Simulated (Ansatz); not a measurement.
Computed with Ansatz on PBE0-D4/def2-TZVP structures; ΔE is electronic, products minus reactants. CCSD(T)/CBS is the MP2 limit (def2-TZVPP, def2-QZVPP) plus CCSD(T) − MP2 in def2-TZVPP, frozen cores. This one scheme is used for every species. DFT in def2-TZVPP. HSE06 is defined as in plane-wave codes. One conformer a species, not always the lowest.

`CCB(F)F` + HCl → `CCB(F)Cl` + H–F  (ligand exchange at a B–F bond)

`CCB(F)F`:

Z-matrix (Å, degrees):
```
C
C 1 1.523
H 1 1.092 2 111.4
H 1 1.092 2 111.4 3 120.3
H 1 1.092 2 111.3 3 -119.4
B 2 1.558 1 115.9 3 59.9
H 2 1.098 1 111.0 3 -62.7
H 2 1.098 1 110.9 3 -177.7
F 6 1.324 2 121.4 1 -179.3
F 6 1.323 2 122.8 1 0.8
```

HCl:

Cartesian coordinates in Å:
```
Cl -0.474 0.382 -0.195
H 0.474 -0.382 0.195
```

`CCB(F)Cl`:

Z-matrix (Å, degrees):
```
C
C 1 1.524
H 1 1.092 2 111.3
H 1 1.092 2 111.4 3 120.2
H 1 1.092 2 111.4 3 -120.2
B 2 1.557 1 115.5 3 -180.0
H 2 1.098 1 111.1 3 -57.4
H 2 1.098 1 111.1 3 57.5
Cl 6 1.761 2 121.6 1 -179.9
F 6 1.319 2 122.0 1 0.2
```

H–F:

Z-matrix (Å, degrees):
```
F
H 1 0.920
```

```json
{"level": "LDA (SPW92)", "ΔE (kcal/mol)": "14.9", "difference from CCSD(T)/CBS": "0.5"}
{"level": "PBE-D4", "ΔE (kcal/mol)": "13.6", "difference from CCSD(T)/CBS": "-0.8"}
{"level": "BLYP-D4", "ΔE (kcal/mol)": "15.4", "difference from CCSD(T)/CBS": "1.0"}
{"level": "HSE06-D4", "ΔE (kcal/mol)": "14.1", "difference from CCSD(T)/CBS": "-0.3"}
{"level": "ωB97X-V", "ΔE (kcal/mol)": "15.6", "difference from CCSD(T)/CBS": "1.2"}
{"level": "r2SCAN", "ΔE (kcal/mol)": "15.5", "difference from CCSD(T)/CBS": "1.1"}
{"level": "BHLYP", "ΔE (kcal/mol)": "17.8", "difference from CCSD(T)/CBS": "3.4"}
{"level": "CAM-B3LYP", "ΔE (kcal/mol)": "17.8", "difference from CCSD(T)/CBS": "3.4"}
{"level": "CCSD(T)/def2-SVP", "ΔE (kcal/mol)": "18.0", "difference from CCSD(T)/CBS": "3.6"}
{"level": "SCS-MP2/def2-TZVPP", "ΔE (kcal/mol)": "15.2", "difference from CCSD(T)/CBS": "0.8"}
{"level": "CCSD(T)/CBS", "ΔE (kcal/mol)": "14.4", "difference from CCSD(T)/CBS": "0"}
```

(1) What do rigid-rotor, harmonic-oscillator terms from PBE0-D4/def2-TZVP frequencies (298.15 K, 1 bar) make of the CCSD(T)/CBS value? (Best estimate.)

Largest T1 diagnostic among the species: 0.011.

Answers

(1) Ansatz gave: ΔZPE = +0.6 kcal/mol, ΔH = +15.2 kcal/mol, ΔS = -2 J/(mol·K), ΔG = +15.3 kcal/mol. Modes under 50 cm⁻¹ make the entropy rough.

Leaving LDA and LC-ωPBE aside and taking each functional with its dispersion term where it has one, the values, not all of them listed here, spread over 4.4 kcal/mol, from revPBE-D4 to CAM-B3LYP-D4. In def2-TZVPP, CCSD(T) changes the Hartree–Fock value by −4.0 kcal/mol (the triples alone add −0.8 kcal/mol) and MP2 by −5.6 kcal/mol.
